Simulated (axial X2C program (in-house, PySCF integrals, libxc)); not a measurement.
NPrO⁻: the levels of the configuration f(δφ)0 s1 f(π)0

Calculated with an axial X2C code built on PySCF integrals: two-component X2C with atomic mean-field Coulomb and Gaunt terms, basis N dyall-v3z, Pr dyall-v3z, O dyall-v3z (cores contracted in-house). Orbitals come from Hartree–Fock averaged over the configuration Pr f(δφ)0 s1 f(π)0; CI then distributes these electrons over the f(δφ), s, f(π) shells of Pr.

N–Pr–O held linear, bonds 1.657 and 1.720 Å (the second held) (near the minimum of the configuration average).

Active spinors (ω > 0):

| shell | ω | ε (eV) | character |
| --- | --- | --- | --- |
| f(δφ) | 7/2 | 8.04 | 100% Pr f |
| f(δφ) | 5/2 | 8.04 | 100% Pr f |
| f(δφ) | 5/2 | 8.39 | 99% Pr f |
| f(δφ) | 3/2 | 8.39 | 99% Pr f |
| s | 1/2 | 1.97 | 85% Pr s, 9% Pr d |
| f(π) | 3/2 | 8.30 | 88% Pr f, 6% Pr d, 4% Pr p |
| f(π) | 1/2 | 8.31 | 88% Pr f, 6% Pr d, 4% Pr p |

Lowest levels of this model:

```json
{"Ω": "1/2", "energy (cm⁻¹)": "0", "g∥": "2.00", "configuration": "100% s1"}
```

g∥ is the magnitude of 2⟨Lz + ge Sz⟩ for the +Ω component.

(1) From Ω and g∥ of the lowest level, whose 2⟨Lz + ge Sz⟩ is positive, find ⟨Sz⟩ and ⟨Lz⟩ (ge = 2.0023).

Occupations of the active spinors in the lowest level by ω, shell by shell in order of energy: -7/2: 0.00; -5/2: 0.00 0.00; -3/2: 0.00 0.00; -1/2: 0.00 0.00; 1/2: 1.00 0.00; 3/2: 0.00 0.00; 5/2: 0.00 0.00; 7/2: 0.00. The leading determinant has weight 1.00 among 2.

This point took 3.4 s on 1 thread of Arm Neoverse V1, with other jobs on the host.

There is no dynamic correlation: spin–orbit spacings and, for f shells, spacings inside one term are the most reliable numbers, splittings between terms come out too wide, and energies between configurations are not reliable, so the lowest level need not be the ground state of the molecule. At most 6 roots were kept for each Ω > 0 (twice that for Ω = 0) within 3.5 eV of the lowest, so higher up levels can be missing between those listed; levels with Ω > 0 are doubly degenerate and listed once, Ω = 0 levels singly. States that fill the shells left empty in the average are placed too high. For an anion, levels above electron detachment are held by the basis set. The molecule was held linear; bending was not examined.

Answers

(1) Ω = ⟨Lz⟩ + ⟨Sz⟩ = 1/2 and ⟨Lz⟩ + ge⟨Sz⟩ = 1.000, so ⟨Sz⟩ = 0.50 and ⟨Lz⟩ = 0.00.
